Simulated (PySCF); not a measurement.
**Correlation energy of Ar⁺ (argon, charge +1)**

[Ne] 3s2 3p5, 2P determinant. All numbers are calculated (PySCF 2.14, no relativity, point nucleus, in def2-TZVP (5s5p2d1f, 37 functions)). Frozen: [Ne]; 7 electrons correlated.

MP2 pair energies summed by pair of shells (mhartree):

| pair | energy | share (%) |
| --- | --- | --- |
| 3p-3p | -103.45 | 63.7 |
| 3s-3p | -50.33 | 31.0 |
| 3s-3s | -8.71 | 5.4 |

Total MP2 correlation energy: -162.49 mhartree.

Same-spin part -37.79 and opposite-spin part -124.70 mhartree; SCS-MP2 scales them by 1/3 and 6/5 to -162.24 mhartree.

```tsv
level	correlation energy (mhartree)
CCSD	-188.31
(T)	-5.28
CCSD(T)	-193.59
```

Diagnostics: T1 = 0.0064, D1 = 0.0219, largest double amplitude 0.054.

**Question.** Is a single reference adequate?

**Answer.** Yes: T1 lies below 0.03 and no double amplitude reaches 0.07.
